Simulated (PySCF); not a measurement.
C7H9F3.
Numbering: `[F:1][C:2]([F:3])([F:4])[CH2:5][C@@H:6]1[CH2:7][C@@H:8]2[CH2:9][C@H:10]12` (hydrogens: H11, H12 on C5; H13 on C6; H14, H15 on C7; H16 on C8; H17, H18 on C9; H19 on C10)

All values: PBE0/pcSseg-1 (PySCF, non-relativistic), on one gas-phase PBE0-D3(BJ)/def2-SVP geometry that isn't relaxed in the solvent. The solvent is an IEF-PCM continuum (Bondi radii, 1.10 Å for H, scaled by 1.2). Specific hydrogen bonds and non-electrostatic terms are outside this model.

Gas phase at PBE0/pcSseg-1: HOMO -7.74 eV, LUMO 1.33 eV, dipole 2.46 D.

What does the continuum do to the energy, the frontier levels and the dipole at PBE0/pcSseg-1 in acetone and water?

| solvent | ε | E(solvent) − E(gas) (kJ/mol) | polarisation term (kJ/mol) | distortion of the solute (kJ/mol) | HOMO (eV) | LUMO (eV) | dipole (D) |
| --- | --- | --- | --- | --- | --- | --- | --- |
| acetone | 20.49 | -12.38 | -13.45 | 1.07 | -7.50 | 1.63 | 2.81 |
| water | 78.36 | -13.14 | -14.34 | 1.20 | -7.49 | 1.65 | 2.82 |

The polarisation term is half the interaction of the solute with the surface charges that it induces; the rest is the cost of distorting the solute's density. The sum is the electrostatic part of solvation alone. From acetone to water the lowering changes by a factor 1.06, Onsager's factor (ε − 1)/(2ε + 1) by 1.06 and ε itself by 3.8.

Which radius a makes the point-dipole formula ΔE = −[(ε − 1)/(2ε + 1)]·μ²/a³ give the value in water, with the gas-phase dipole?

μ = 0.966 au and |ΔE| = 0.00500 Eh give a = 2.38 Å; the farthest nucleus lies 3.59 Å from the centroid of the nuclei, so such a sphere wouldn't even hold the nuclei. The formula assumes a rigid point dipole at the centre of a sphere.

Which Hirshfeld charges (PBE0/pcSseg-1) respond most in acetone (means over atoms taken as equivalent)?

```
   atoms                    environment  gas (e)  solvent (e)  change
     H12             methylene hydrogen   +0.046       +0.053  +0.007
     H11             methylene hydrogen   +0.051       +0.057  +0.006
F1/F3/F4        fluorine of a CF3 group   -0.093       -0.099  -0.006
     H19               methine hydrogen   +0.045       +0.049  +0.004
     H17             methylene hydrogen   +0.041       +0.044  +0.003
      C8  sp3 carbon at a ring junction   -0.043       -0.046  -0.003
      C7      four-membered-ring carbon   -0.073       -0.075  -0.002
      C9     three-membered-ring carbon   -0.091       -0.094  -0.003
     H18             methylene hydrogen   +0.052       +0.054  +0.002
     H13               methine hydrogen   +0.036       +0.038  +0.002
     H14             methylene hydrogen   +0.030       +0.028  -0.002
     H16               methine hydrogen   +0.047       +0.048  +0.001
```

Shape of the structure used: `[F:1][C:2]([F:3])([F:4])[CH2:5][C@@H:6]1[CH2:7][C@@H:8]2[CH2:9][C@H:10]12`: F1–C2–C5–C6 -59°, C2–C5–C6–C7 -70°.
